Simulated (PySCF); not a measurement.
Hf: interval between two levels

Hf [Xe] 4f14 5d2 6s2 [3F4, M_J = 4] → Hf [Xe] 4f14 5d2 6s1 6p1 [5G6, M_J = 6], as a difference of total energies. Computed with PySCF 2.14 in x2c-TZVPall-2c with one added diffuse shell each of s, p, d type (12s12p11d2f, 117 functions), with the two-component X2C-1e Hamiltonian. Correlated levels: [Kr] 4d10 4f14 frozen; the 34 highest virtual spinors dropped. "Screened" scales the spin-orbit matrix elements by Boettger's factors to mimic the two-electron term; Breit and QED terms are absent.

```csv
method,interval between two levels (cm⁻¹)
GHF (screened spin-orbit),9281.8
GMP2 (screened spin-orbit),17744
```

The labels give the starting determinants; with spin-orbit coupling the two ends relaxed to ⟨J²⟩ = 20.17, ⟨L²⟩ = 12.35, ⟨S²⟩ = 2.12 and ⟨J²⟩ = 42.02, ⟨L²⟩ = 20.17, ⟨S²⟩ = 6.10.
